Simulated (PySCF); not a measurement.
Molecular orbitals of HgP

LC-ωPBE at R = 2.839 Å; basis Hg def2-TZVPP with ECP60, P def2-TZVPP; scalar-relativistic core potentials; PySCF 2.14. State: ⁴Σ⁻ (quartet), unpaired electrons σ ↑, π ↑↑. Only the outer orbitals are listed, counted within each symmetry, core potentials removing the inner ones.

```json
{"spin": "α", "orbital": "8σ", "occ.": "1", "ε (eV)": "-11.50", "on Hg (%)": "52", "main shells (%)": "48 Hg s, 46 P p"}
{"spin": "α", "orbital": "4π", "occ.": "1", "ε (eV)": "-10.17", "on Hg (%)": "2", "main shells (%)": "98 P p"}
{"spin": "α", "orbital": "4π", "occ.": "1", "ε (eV)": "-10.17", "on Hg (%)": "2", "main shells (%)": "98 P p"}
{"spin": "α", "orbital": "9σ", "occ.": "1", "ε (eV)": "-8.43", "on Hg (%)": "57", "main shells (%)": "47 Hg s, 43 P p, 9 Hg p"}
{"spin": "α", "orbital": "5π", "occ.": "0", "ε (eV)": "1.04", "on Hg (%)": "100", "main shells (%)": "100 Hg p"}
{"spin": "α", "orbital": "5π", "occ.": "0", "ε (eV)": "1.04", "on Hg (%)": "100", "main shells (%)": "100 Hg p"}
{"spin": "α", "orbital": "10σ", "occ.": "0", "ε (eV)": "1.93", "on Hg (%)": "104", "main shells (%)": "103 Hg p"}
{"spin": "β", "orbital": "8σ", "occ.": "1", "ε (eV)": "-9.95", "on Hg (%)": "82", "main shells (%)": "81 Hg s, 13 P p"}
{"spin": "β", "orbital": "9σ", "occ.": "0", "ε (eV)": "-0.74", "on Hg (%)": "37", "main shells (%)": "64 P p, 20 Hg p, 15 Hg s"}
{"spin": "β", "orbital": "4π", "occ.": "0", "ε (eV)": "-0.47", "on Hg (%)": "21", "main shells (%)": "79 P p, 20 Hg p"}
{"spin": "β", "orbital": "4π", "occ.": "0", "ε (eV)": "-0.47", "on Hg (%)": "21", "main shells (%)": "79 P p, 20 Hg p"}
```

Problem. Which are the highest filled and the lowest empty level, where do they sit, and how wide is the gap?

Solution. Highest filled α 9σ at -8.43 eV (in %: 47 Hg s, 43 P p, 9 Hg p); lowest empty β 9σ at -0.74 eV (in %: 64 P p, 20 Hg p, 15 Hg s); the gap at LC-ωPBE is 7.69 eV.

The bond order (Mayer) is 0.43 and the ⟨S²⟩ is 3.775. The charge on Hg (Mulliken, basis-dependent) is 0.06, the charge on Hg (Löwdin, basis-dependent) is -0.06 and the dipole moment (positive dipole means Hg(−)P(+)) is -0.34 D.

Shares are Mulliken populations and can fall outside 0 to 100 %.

Spin–orbit coupling is left out. The state is the lowest determinant that a PBE0 search found; another state may lie lower at other levels.
